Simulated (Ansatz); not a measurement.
A run for Ansatz (a first-principles code): R-SVWN5/def2-TZVPP on CSe, 2S+1 = 1, a spin state set in the input, which need not be the lowest, a point of a bond scan (R = 1.678 Å).

Ansatz 0.2 input:
```yaml
crystal:
  periodic: [false, false, false]
  atoms:
    - {symbol: C, position_ang: [0.00000000, 0.00000000, 0.00000000]}
    - {symbol: Se, position_ang: [0.00000000, 0.00000000, 1.67796600]}
basis:
  gaussian:
    orbitals: def2-TZVPP
    pivot_positions_ang: [[0.00000000, 0.00000000, 0.00000000], [0.00000000, 0.00000000, 1.67796600]]
hamiltonian:
  xc: {name: SVWN5}
output: {forces: true, orbitals: {seedname: ./end}}
```

Program output:

```
WARN ansatz: RAYON_NUM_THREADS=2 ignored (pool sized by the plan → 2); use --threads N
Functional definition: SVWN5
integrals: 0.01 GiB planned
567 factors; their error is unknown
mean field: 0.17 GiB planned
mean field evaluation 1: about -66270.3344 eV, gradient 7.0e1 eV
mean field evaluation 2: about -66198.1958 eV, gradient 1.4e2 eV
mean field evaluation 4: about -66281.6564 eV, gradient 5.0e0 eV
mean field evaluation 8: about -66281.7225 eV, gradient 1.1e-1 eV
mean field evaluation 16: about -66281.6941 eV, gradient 3.3e-5 eV
mean field -66281.69410864 eV, -2435.8073311465 hartree, gradient 3.3e-5 eV, S^2 0.000000; 0 other end points of the search recorded, 0 dependent functions left out
the calculation of the forces begins
reference -66281.69413256 eV, -2435.8073320256 hartree; 20, 20 occupied and 59, 59 virtual orbitals, 567 factors
Total energy: -66281.69413256 eV, -2435.8073320256 hartree
Atom 0 at     0.000000     0.000000     0.000000 Å, force    -0.000000    -0.000000     0.170736 eV/Å
Atom 1 at     0.000000     0.000000     1.677966 Å, force     0.000000     0.000000    -0.170736 eV/Å
Dipole moment:     0.000000    -0.000000     0.455954 e Å
```

Self-consistency was reached.

Cost: very roughly 0.8 core-seconds.
